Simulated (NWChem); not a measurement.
System: WSOBrF; SMILES [W](=[O])([F])(=[S])[Br]

NWChem input:

```
start job
memory heap 200 mb stack 900 mb global 1100 mb
geometry units angstroms noautoz
  W     -0.211719    -0.350291    -0.009339
  O     -0.921604    -0.760518     1.493443
  S      1.630413    -1.444268    -0.132680
  F     -1.338394    -0.884513    -1.403893
  Br     0.326238     2.006338     0.045026
end
basis spherical
  W library def2-svp
  O library def2-svp
  S library def2-svp
  F library def2-svp
  Br library def2-svp
end
ecp
  W library def2-ecp
end
dft
  xc r2scan
  grid fine
  iterations 150
  mulliken
end
task dft gradient
```

Excerpt of the output:

```
             Northwest Computational Chemistry Package (NWChem) 7.3.0
             --------------------------------------------------------

 C1  symmetry detected

                             Geometry "geometry" -> ""
                             -------------------------

 Output coordinates in angstroms (scale by  1.889725989 to convert to a.u.)

  No.       Tag          Charge          X              Y              Z
 ---- ---------------- ---------- -------------- -------------- --------------
    1 W                   74.0000    -0.19022827    -0.41796238     0.04435617
    2 O                    8.0000    -0.72666880    -0.80311529     1.62374385
    3 S                   16.0000     1.72584592    -1.35449474    -0.19442367
    4 F                    9.0000    -1.38069907    -1.12430330    -1.21398891
    5 Br                  35.0000     0.13437142     1.97556526    -0.06387510

 Effective nuclear repulsion energy (a.u.)    1458.4173481265

                                 NWChem DFT Module
                                 -----------------

 Summary of "ao basis" -> "ao basis" (spherical)
 ------------------------------------------------------------------------------
       Tag                 Description            Shells   Functions and Types
 ---------------- ------------------------------  ------  ---------------------
 W                          def2-svp                12       32   6s3p2d1f
 O                          def2-svp                 6       14   3s2p1d
 S                          def2-svp                 8       18   4s3p1d
 F                          def2-svp                 6       14   3s2p1d
 Br                         def2-svp                12       32   5s4p3d

            General Information
            -------------------
          SCF calculation type: DFT
          Wavefunction type:  closed shell.
          No. of atoms     :     5
          No. of electrons :    82
           Alpha electrons :    41
            Beta electrons :    41
          Charge           :     0
          Spin multiplicity:     1
          Use of symmetry is: off; symmetry adaption is: off
          Maximum number of iterations: 150
          AO basis - number of functions:   110
                     number of shells:    44
          Convergence on energy requested:  1.00D-06
          Convergence on density requested:  1.00D-05
          Convergence on gradient requested:  5.00D-04

              XC Information
              --------------
                      r^2SCAN Method XC Functional
               r^2SCAN metaGGA Exchange Functional  1.000
                     r^2SCAN Correlation Potential  1.000

             Grid Information
             ----------------
          Grid used for XC integration:  fine
          Radial quadrature: Mura-Knowles
          Angular quadrature: Lebedev.
          Tag              B.-S. Rad. Rad. Pts. Rad. Cut. Ang. Pts.
          ---              ---------- --------- --------- ---------
          W                   1.35      141           9.0       974
          O                   0.60       70          10.0       590
          S                   1.00      123          10.0       770
          F                   0.50       70          10.0       590
          Br                  1.15      140          10.0       974
          Grid pruning is: on
          Number of quadrature shells:   544
          Spatial weights used:  Erf1

      Superposition of Atomic Density Guess
      -------------------------------------

 Sum of atomic energies:       -3216.59340870

      Non-variational initial energy
      ------------------------------

 Total energy =   -3209.770036
 1-e energy   =   -5404.852435
 2-e energy   =    1734.124394
 HOMO         =      -0.338652
 LUMO         =      -0.018964

     ---------------------------------------------
      Total Density - Mulliken Population Analysis
     ---------------------------------------------

    Atom       Charge   Shell Charges
 -----------   ------   -------------------------------------------------------
    1 W   14    11.00   0.04 -0.35  1.79  0.54  0.41  0.06  5.48  0.59  0.15  1.76  0.39  0.12
    2 O    8     9.05   1.99  1.16  0.74  3.16  1.99  0.01
    3 S   16    16.88   2.00  1.99  1.24  0.69  5.94  1.94  3.06  0.02
    4 F    9     9.62   1.99  1.15  0.80  3.52  2.15  0.00
    5 Br  35    35.45   2.00  2.00  2.00  1.36  0.60  6.00  5.99  2.39  3.11  8.23  1.73  0.05

   convergence    iter        energy       DeltaE   RMS-Dens  Diis-err
 ---------------- ----- ----------------- --------- --------- ---------
 d= 0,ls=0.0,diis     1  -3213.4765032082 -3.67D+03  6.14D-02  4.53D+00
 d= 0,ls=0.0,diis     2  -3203.1450138973  1.03D+01  5.43D-02  6.16D+01
 d= 0,ls=0.0,diis     3  -3213.4422976085 -1.03D+01  1.45D-02  6.39D+00
 d= 0,ls=0.0,diis     4  -3214.0398610568 -5.98D-01  6.02D-03  4.34D-01
 d= 0,ls=0.0,diis     5  -3214.0322783883  7.58D-03  5.33D-03  3.32D-01
  Resetting Diis
 d= 0,ls=0.0,diis     6  -3214.0770450652 -4.48D-02  1.75D-03  4.96D-02
 d= 0,ls=0.0,diis     7  -3214.0826707116 -5.63D-03  2.33D-03  7.50D-03
 d= 0,ls=0.0,diis     8  -3214.0761954083  6.48D-03  1.85D-03  5.18D-02
 d= 0,ls=0.0,diis     9  -3214.0826173961 -6.42D-03  6.19D-04  7.79D-03
 d= 0,ls=0.0,diis    10  -3214.0838052666 -1.19D-03  5.26D-05  3.68D-05
 d= 0,ls=0.0,diis    11  -3214.0838067651 -1.50D-06  2.72D-05  2.54D-05
 d= 0,ls=0.0,diis    12  -3214.0838093522 -2.59D-06  6.19D-06  7.52D-07
 d= 0,ls=0.0,diis    13  -3214.0838094313 -7.90D-08  2.13D-06  8.18D-08

         Total DFT energy =    -3214.083809431251
      One electron energy =    -5405.716267930805
           Coulomb energy =     1874.222290482860
    Exchange-Corr. energy =     -143.547836130854
 Nuclear repulsion energy =      460.958004147548

 Numeric. integr. density =       81.999999460696

                       DFT Final Molecular Orbital Analysis
                       ------------------------------------

 Vector   39  Occ=2.000000D+00  E=-3.197335D-01
              MO Center=  3.0D-02,  1.4D+00,  1.9D-01, r^2= 3.2D+00
   Bfn.  Coefficient  Atom+Function         Bfn.  Coefficient  Atom+Function
  ----- ------------  ---------------      ----- ------------  ---------------
    95      0.516581  5 Br pz                92      0.481633  5 Br pz
    89     -0.316422  5 Br pz                37     -0.199134  2 O  py
    38     -0.176746  2 O  pz                40     -0.143679  2 O  py
    41     -0.124943  2 O  pz                94      0.110674  5 Br py
    86      0.102829  5 Br pz                91      0.076947  5 Br py

 Vector   40  Occ=2.000000D+00  E=-2.918543D-01
              MO Center=  9.6D-01, -4.2D-01, -1.6D-01, r^2= 4.2D+00
   Bfn.  Coefficient  Atom+Function         Bfn.  Coefficient  Atom+Function
  ----- ------------  ---------------      ----- ------------  ---------------
    58      0.337393  3 S  py                93     -0.314259  5 Br px
    90     -0.274846  5 Br px                55      0.259357  3 S  py
    57      0.242942  3 S  px                59      0.208268  3 S  pz
    20      0.204376  1 W  d  2              54      0.182326  3 S  px
    87      0.180239  5 Br px                56      0.157835  3 S  pz

 Vector   41  Occ=2.000000D+00  E=-2.715530D-01
              MO Center=  1.1D+00, -1.1D+00,  1.5D-01, r^2= 3.2D+00
   Bfn.  Coefficient  Atom+Function         Bfn.  Coefficient  Atom+Function
  ----- ------------  ---------------      ----- ------------  ---------------
    59      0.471153  3 S  pz                56      0.350584  3 S  pz
    58     -0.250361  3 S  py                36     -0.198156  2 O  px
    53      0.198916  3 S  pz                37      0.182636  2 O  py
    55     -0.178780  3 S  py                39     -0.145961  2 O  px
    38     -0.138205  2 O  pz                40      0.136055  2 O  py

 Vector   42  Occ=0.000000D+00  E=-1.520693D-01
              MO Center=  3.8D-03, -3.0D-01, -3.2D-02, r^2= 3.0D+00
   Bfn.  Coefficient  Atom+Function         Bfn.  Coefficient  Atom+Function
  ----- ------------  ---------------      ----- ------------  ---------------
    16      0.602050  1 W  d -2              17      0.444224  1 W  d -1
    57     -0.273004  3 S  px                19      0.257253  1 W  d  1
    59      0.224255  3 S  pz                93     -0.182384  5 Br px
    50      0.180351  3 S  s                 21      0.167922  1 W  d -2
    36      0.161815  2 O  px                39      0.148389  2 O  px

 Vector   43  Occ=0.000000D+00  E=-1.437620D-01
              MO Center=  3.2D-01, -5.6D-01,  4.8D-03, r^2= 3.0D+00
   Bfn.  Coefficient  Atom+Function         Bfn.  Coefficient  Atom+Function
  ----- ------------  ---------------      ----- ------------  ---------------
    20      0.551749  1 W  d  2              17     -0.433196  1 W  d -1
    58     -0.349343  3 S  py                16      0.345186  1 W  d -2
    55     -0.206669  3 S  py                57     -0.189313  3 S  px
    59     -0.164525  3 S  pz                94     -0.161280  5 Br py
    37      0.150539  2 O  py                19     -0.146418  1 W  d  1

[...]

                         DFT ENERGY GRADIENTS

    atom               coordinates                        gradient
                 x          y          z           x          y          z
   1 W      -0.359479  -0.789834   0.083821    0.000088   0.005551  -0.006559
   2 O      -1.373205  -1.517668   3.068431   -0.003349  -0.002935   0.011642
   3 S       3.261376  -2.559624  -0.367407    0.006523  -0.003011  -0.000506
   4 F      -2.609143  -2.124625  -2.294106   -0.004158  -0.002862  -0.004614
   5 Br      0.253925   3.733277  -0.120706    0.000897   0.003257   0.000036
```

Level: r2SCAN/def2-SVP with def2 effective core potentials on W. The geometry was optimised at PBE-D3(BJ)/def2-SVP. No frequency run checked for a minimum. def2 effective core potentials on W; no spin-orbit coupling.
